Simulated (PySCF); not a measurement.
F$_{2}$, singlet, at a GFN2-xTB geometry; PBE/6-31G*, polarisability (PySCF).

The PySCF input:
```python
from pyscf import gto, scf, dft
from pyscf.prop import polarizability

mol = gto.Mole()
mol.atom = '''
    F    -0.000000   -0.000000   -0.701582
    F     0.000000    0.000000    0.701582
'''
mol.basis = '6-31g*'
mol.charge = 0
mol.spin = 0
mol.verbose = 4
mol.build()

mf = dft.RKS(mol)
mf.xc = 'pbe'
mf.kernel()
alpha = mf.Polarizability().polarizability()[2, 2]
print('alpha_zz =', alpha)
```

What the program printed (banner, timings and long lists left out):

```
site-packages/pyscf/prop/efg/rhf.py:45: UserWarning: Module EFG is under testing
  warnings.warn('Module EFG is under testing')
site-packages/pyscf/prop/efg/dhf.py:30: UserWarning: Module EFG is under testing
  warnings.warn('Module EFG is under testing')
site-packages/pyscf/prop/zfs/uhf.py:40: UserWarning: Module ZFS is under testing
  warnings.warn('Module ZFS is under testing')
site-packages/pyscf/prop/gtensor/uhf.py:43: UserWarning: Module g-tensor is under testing
  warnings.warn('Module g-tensor is under testing')
site-packages/pyscf/prop/gtensor/uks.py:41: UserWarning: Module g-tensor is under testing
  warnings.warn('Module g-tensor is under testing')
site-packages/pyscf/prop/hfc/uks.py:35: UserWarning: Module HFC is under testing
  warnings.warn('Module HFC is under testing')
site-packages/pyscf/prop/magnetizability/rhf.py:39: UserWarning: Module magnetizability is under testing
  warnings.warn('Module magnetizability is under testing')
site-packages/pyscf/prop/magnetizability/uhf.py:37: UserWarning: Module magnetizability is under testing
  warnings.warn('Module magnetizability is under testing')
site-packages/pyscf/prop/magnetizability/rks.py:37: UserWarning: Module magnetizability is under testing
  warnings.warn('Module magnetizability is under testing')
site-packages/pyscf/prop/magnetizability/uks.py:39: UserWarning: Module magnetizability is under testing
  warnings.warn('Module magnetizability is under testing')
site-packages/pyscf/prop/polarizability/uhf.py:34: UserWarning: Module polarizability is under testing
  warnings.warn('Module polarizability is under testing')
site-packages/pyscf/prop/polarizability/rks.py:29: UserWarning: Module polarizability is under testing
  warnings.warn('Module polarizability is under testing')
site-packages/pyscf/prop/polarizability/uks.py:29: UserWarning: Module polarizability is under testing
  warnings.warn('Module polarizability is under testing')
PySCF version 2.14.0

[INPUT] verbose = 4
[INPUT] num. atoms = 2
[INPUT] num. electrons = 18
[INPUT] charge = 0
[INPUT] spin (= nelec alpha-beta = 2S) = 0
[INPUT] symmetry False subgroup None
[INPUT] Mole.unit = angstrom
[INPUT] Symbol           X                Y                Z      unit          X                Y                Z       unit  Magmom
[INPUT]  1 F      0.000000000000   0.000000000000  -0.701582000000 AA    0.000000000000   0.000000000000  -1.325797833925 Bohr   0.0
[INPUT]  2 F      0.000000000000   0.000000000000   0.701582000000 AA    0.000000000000   0.000000000000   1.325797833925 Bohr   0.0

nuclear repulsion = 30.5476438139234
number of shells = 12
number of NR pGTOs = 54
number of NR cGTOs = 28
basis = 6-31g*
ecp = {}

******** <class 'pyscf.dft.rks.RKS'> ********
method = RKS
initial guess = minao
damping factor = 0
level_shift factor = 0
DIIS = <class 'pyscf.scf.diis.CDIIS'>
diis_start_cycle = 1
diis_space = 8
diis_damp = 0
SCF conv_tol = 1e-09
SCF conv_tol_grad = None
SCF max_cycles = 50
direct_scf = True
direct_scf_tol = 1e-13
XC library pyscf.dft.libxc version 7.1.2
    S. Lehtola, C. Steigemann, M. J. T. Oliveira, and M. A. L. Marques,  SoftwareX 7, 1–5 (2018)
XC functionals = pbe
    J. P. Perdew, K. Burke, and M. Ernzerhof,  Phys. Rev. Lett. 77, 3865 (1996)
    J. P. Perdew, K. Burke, and M. Ernzerhof,  Phys. Rev. Lett. 78, 1396 (1997)
    J. P. Perdew, K. Burke, and M. Ernzerhof,  Phys. Rev. Lett. 77, 3865 (1996)
    J. P. Perdew, K. Burke, and M. Ernzerhof,  Phys. Rev. Lett. 78, 1396 (1997)
radial grids:
    Treutler-Ahlrichs [JCP 102, 346 (1995); DOI:10.1063/1.469408] (M4) radial grids

becke partition: Becke, JCP 88, 2547 (1988); DOI:10.1063/1.454033
pruning grids: <function nwchem_prune>
grids dens level: 3
symmetrized grids: False
atomic radii adjust function: <function treutler_atomic_radii_adjust>
small_rho_cutoff = 0
Set gradient conv threshold to 3.16228e-05
Initial guess from minao.
tot grids = 28528
init E= -199.410463202762
  HOMO = -0.364906439422621  LUMO = -0.180564064329999  gap/eV = 5.01621
cycle= 1 E= -199.309490012477  delta_E= 0.101  |g|= 0.229  |ddm|= 1.44
  HOMO = -0.291386433313695  LUMO = -0.156843431961802  gap/eV = 3.66110
cycle= 2 E= -199.313990807152  delta_E= -0.0045  |g|= 0.155  |ddm|= 0.219
  HOMO = -0.315402456165222  LUMO = -0.178695446228511  gap/eV = 3.71999
cycle= 3 E= -199.317748964155  delta_E= -0.00376  |g|= 0.0189  |ddm|= 0.097
  HOMO = -0.31094001019139  LUMO = -0.17289487466266  gap/eV = 3.75640
cycle= 4 E= -199.317796341298  delta_E= -4.74e-05  |g|= 0.00637  |ddm|= 0.0131
  HOMO = -0.311923574945976  LUMO = -0.17401949922438  gap/eV = 3.75256
cycle= 5 E= -199.317803559186  delta_E= -7.22e-06  |g|= 1.35e-05  |ddm|= 0.00341
  HOMO = -0.311924946261429  LUMO = -0.174022336738203  gap/eV = 3.75252
cycle= 6 E= -199.317803559217  delta_E= -3.17e-11  |g|= 6e-07  |ddm|= 7.85e-06
  HOMO = -0.311924930525366  LUMO = -0.17402238941189  gap/eV = 3.75252
Extra cycle  E= -199.317803559217  delta_E= -1.14e-13  |g|= 4.06e-07  |ddm|= 5.22e-07
converged SCF energy = -199.317803559217
Isotropic polarizability 4.96661014688
Polarizability anisotropy 6.58998542341
alpha_zz = 9.359933762481665
```
